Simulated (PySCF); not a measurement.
Species: C4H6F3S (doublet state).
Structure used (GFN2-xTB), in Å, numbered top down from 1:
```xyz
14
C4H6F3S angstrom
C      2.2732   -0.1726    0.3270
S      1.0497    1.0943   -0.1158
C     -0.4693    0.3979    0.2992
C     -1.6757    1.2686    0.2507
C     -0.6482   -1.0627    0.3674
F     -0.0096   -1.6506    1.4161
F     -0.1835   -1.7400   -0.7197
F     -1.9358   -1.4084    0.4923
H      2.1452   -1.0508   -0.2978
H      2.1701   -0.4264    1.3774
H      3.2431    0.2769    0.1397
H     -2.2996    1.0463   -0.6198
H     -1.3667    2.3091    0.2034
H     -2.2934    1.1180    1.1379
```

The hyperfine couplings belong to this conformer and change with its torsions.

As a line formula: `CS[C](C)C(F)(F)F` [radical].

Method used: UKS B3LYP, pcH-1 on C F H S, non-relativistic, mean-field spin-orbit, GIAO in PySCF 2.14.0. One conformer (not necessarily the lowest) at the GFN2-xTB geometry, without solvent, vibrations or thermal averaging. Couplings are sensitive to structure, and on GFN2-xTB geometries they can be far from those on DFT ones. No stability test was run, so a lower SCF solution isn't excluded.

Problem. Break the g tensor into its mass correction, gauge correction and orbital-Zeeman/spin–orbit terms.

Solution. 
```csv
Δg (ppt),1,2,3
relativistic mass correction,-0.19,-0.19,-0.19
gauge correction,0.02,0.06,0.04
orbital Zeeman/spin–orbit,-0.30,2.54,5.21
total,-0.48,2.40,5.06
```

So g = 2.00184, 2.00472, 2.00738 and g_iso = 2.00465; the tensor is rhombic: the two nearest values differ by 48 % of g3 − g1. Axes: g2 points within 11° of the S2–C3 bond and g3 points within 8° of the C1–S2 bond.

Problem. How much does each term add to the isotropic shift?

Solution. The orbital-Zeeman/spin–orbit term 2.48, the mass correction -0.19 and the gauge correction 0.04 ppt, for a total of 2.33 ppt. The orbital-Zeeman/spin–orbit term is the largest in size. The mass correction is the same along every axis, so the anisotropy comes from the other two: their spans along these axes are 0.04 (gauge) and 5.51 ppt (orbital Zeeman/spin–orbit).

Problem. At 9.538 GHz, how far is the centre of the isotropic spectrum from where a free electron (g = 2.002319) resonates?

Solution. B = hν/(g μB) with μB/h = 13.99624 MHz/mT gives 340.34 mT for the free electron and 339.94 mT at g_iso, 0.40 mT lower.

Problem. What are the electron Larmor frequencies g μB B/h along the three axes at 350 mT?

Solution. 9.8064, 9.8205, 9.8335 GHz for g1, g2 and g3, a range of 27.1 MHz.

Problem. In a frozen sample, at which fields do the three g values resonate at 9.5, 34, 94 and 263 GHz (hyperfine left aside), and which band first spreads them over more than twice a line width of 0.3 mT?

Solution. 
```json
{"band": "X", "GHz": "9.5", "B(g3) mT": "338.13", "B(g2) mT": "338.58", "B(g1) mT": "339.06", "spread mT": "0.93"}
{"band": "Q", "GHz": "34.0", "B(g3) mT": "1210.15", "B(g2) mT": "1211.75", "B(g1) mT": "1213.49", "spread mT": "3.35"}
{"band": "W", "GHz": "94.0", "B(g3) mT": "3345.70", "B(g2) mT": "3350.13", "B(g1) mT": "3354.95", "spread mT": "9.25"}
{"band": "J", "GHz": "263.0", "B(g3) mT": "9360.86", "B(g2) mT": "9373.24", "B(g1) mT": "9386.73", "spread mT": "25.88"}
```

The spread grows in proportion to the frequency. X band is the first where it exceeds 0.6 mT.

The Mulliken spin populations are largest on C3 (+0.74) and S2 (+0.21). The angles at C3 add up to 358.2°, so it is nearly planar.

The HOMO–LUMO gaps are 5.72 eV among the α and 5.27 eV among the β orbitals.

Hardware: one thread of an Arm Neoverse V2, shared host with 96 logical CPUs at a one-minute load of 29. Cost: 65 s (grids of density and orbitals included), 1.0 GiB resident at most.
